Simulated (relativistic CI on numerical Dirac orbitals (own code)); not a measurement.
The 40-electron sequence from Nd²⁰⁺ to Au³⁹⁺

Calculated at this level of theory: Dirac-Coulomb-Breit CI, KLI orbitals optimised for each configuration, QED by a radiative potential, unscaled Slater integrals (own radial code, finite nucleus).

Configurations in the expansion (outside the closed core [Ar] 3d10): 4s²4p⁶4d⁴, 4s²4p⁶4d²5s², 4s²4p⁵4d⁵, 4s²4p⁶4d³4f, 4s²4p⁶4d³5s, 4s4p⁶4d⁵, 4p⁶4d⁶. Levels of other configurations are missing.

Energies above each ion's lowest level, in eV. Levels are followed by their leading LS label, which can pass from one level to another where the coupling changes.

```
  Ion  4s²4p⁶4d⁴ ⁵D0  4s²4p⁶4d⁴ ⁵D1  4s²4p⁶4d⁴ ⁵D2  4s²4p⁶4d⁴ ⁵D3  4s²4p⁶4d⁴ ³H5  4s²4p⁶4d⁴ ³P1  4s²4p⁶4d⁴ ³G4
Nd²⁰⁺              0         2.7274         4.6623          5.904           11.4         11.653         13.243
Pm²¹⁺              0         3.1848         5.3469         6.6626         12.471          12.77         14.414
Sm²²⁺              0         3.6899         6.0893         7.4718         13.633         13.981         15.675
Eu²³⁺         11.829         4.2442         6.8895         8.3306         14.889         15.291          17.03
Gd²⁴⁺         13.066         4.8496         7.7475         9.2381         16.245         16.703         18.484
Tb²⁵⁺         14.413         5.5081         8.6634         10.194         17.704         18.222         20.041
Dy²⁶⁺         15.871         6.2216         9.6371           11.2         19.272         19.852         21.706
Ho²⁷⁺         17.446         6.9923         10.669         12.255         20.952         21.596         23.484
Er²⁸⁺         19.143         7.8224          11.76         13.363          22.75          23.46          25.38
Tm²⁹⁺         20.965         8.7141          12.91         14.524          24.67         25.449         27.398
Yb³⁰⁺         22.917         9.6699         14.122         15.742         26.717         27.566         29.543
Lu³¹⁺         25.005         10.692         15.396         17.019         28.897         29.818         31.821
Hf³²⁺         27.233         11.784         16.735         18.358         31.215         32.208         34.237
Ta³³⁺         29.607         12.947          18.14         19.763         33.676         34.743         36.797
 W³⁴⁺         32.131         14.185         19.616         21.236         36.286         37.428         39.505
Re³⁵⁺         34.813           15.5         21.163         36.914         39.051         40.269         42.368
Os³⁶⁺         37.657         16.895         22.786         39.801         41.976          43.27         45.391
Ir³⁷⁺         40.669         18.374         24.487         42.858         45.067         46.439         48.581
Pt³⁸⁺         43.855         19.939          26.27         46.091         48.331         49.781         51.943
Au³⁹⁺         47.222         21.594         28.138         49.506         51.775         53.302         55.484
```

The lowest level keeps the configuration 4s²4p⁶4d⁴ and J = 0 throughout.

Between Z = 76 and 79 the energy of 4s²4p⁶4d⁴ ⁵D0 follows a local power law Z^5.8. For orientation: electrostatic splittings inside a shell grow about linearly with the screened charge, excitations that change n as its square, and fine structure as its fourth power; written in Z itself the exponents are larger, since the screened charge grows faster in proportion.
